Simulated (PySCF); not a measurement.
# What a mistake does to a calculation on AlBH5NSi

All numbers below are calculated, not measured. The program is PySCF 2.14.0, an open-source quantum chemistry code, run on an isolated molecule that a program drew, which may never have been made. The molecule is AlBH5NSi (charge 0, singlet), drawn as the SMILES string `[Al][NH]B[SiH3]`.

Each row is a Hartree-Fock (HF) and frozen-core CCSD(T) single point in the cc-pV(D+d)Z basis, meant for a local HF minimum. Run 1 is clean. Each other run has one planted mistake out of seven kinds, and not every kind appears here: one electron removed, one electron added, multiplicity raised by two, geometry at a saddle point, minimal basis STO-3G, one bond length entered in bohr, all coordinates scaled. The reference is restricted for singlets and unrestricted otherwise, and also for a bond in bohr. Adding or removing an electron swaps singlet and doublet. Electrons count all cores. HOMO and LUMO are orbital energies over both spins, the gradient is its largest component, and the lowest frequency (negative if imaginary) is given only where the gradient is small. Bond lengths are over the 8 bonds as drawn. T1 is the CCSD diagnostic: over 0.02 (restricted) or 0.045 (unrestricted) a single reference is doubtful.

Geometry of the clean run:
```xyz
9
AlBH5NSi, angstrom
Al   -1.4570   -1.0701   -2.2562
N    -0.0950   -0.0921   -1.4844
B    -0.5129    1.0474   -0.7810
Si    0.7231    2.3551    0.1922
H     0.8914   -0.2819   -1.5120
H    -1.7132    1.2550   -0.7625
H     0.3878    2.4308    1.6392
H     0.5934    3.7273   -0.3666
H     2.1530    1.9541    0.0795
```

| run | electrons | basis functions | <S^2> | HOMO (eV) | LUMO (eV) | gradient (hartree/bohr) | lowest frequency (cm^-1) | mean bond (Å) | longest bond (Å) | T1 | HF (hartree) | CCSD(T) (hartree) | mistake |
|---|---|---|---|---|---|---|---|---|---|---|---|---|---|
| 1 | 44 | 99 | 0.000 | -8.51 | 1.31 | 2.3e-05 | 93 | 1.4976 | 2.046 | 0.0155 | -612.94587 | -613.41903 | no fault |
| 2 | 44 | 33 | 0.000 | -5.17 | 8.84 | 4.4e-02 | - | 1.4976 | 2.046 | 0.0193 | -605.67776 | -605.89551 | minimal basis STO-3G |
| 3 | 44 | 99 | 0.000 | -8.73 | 1.11 | 5.2e-02 | - | 1.5995 | 2.185 | 0.0176 | -612.91408 | -613.39608 | all coordinates scaled |
| 4 | 44 | 99 | 2.003 | -6.35 | -0.21 | 1.4e-02 | - | 1.4976 | 2.046 | 0.0177 | -612.87381 | -613.31740 | ? |
| 5 | 43 | 99 | 0.760 | -14.70 | -6.94 | 3.2e-02 | - | 1.4976 | 2.046 | 0.0283 | -612.66316 | -613.10319 | ? |

**Which mistake was planted in run 4, and what did it cost?**

Electrons, basis and geometry are unchanged, and <S^2> is 2.003, beside S(S+1) = 2.00 for a multiplicity of 3. So the mistake is: multiplicity raised by two. Subtracting run 1 and multiplying by 627.51 kcal/mol a hartree, the energy moved by 45.2 kcal/mol in HF and 63.8 kcal/mol in CCSD(T).

**Which mistake was planted in run 5, and what did it cost?**

It counts 43 electrons, one fewer than the clean run, at the same geometry and basis. So the mistake is: one electron removed. Subtracting run 1 and multiplying by 627.51 kcal/mol a hartree, the energy moved by 177.4 kcal/mol in HF and 198.2 kcal/mol in CCSD(T).

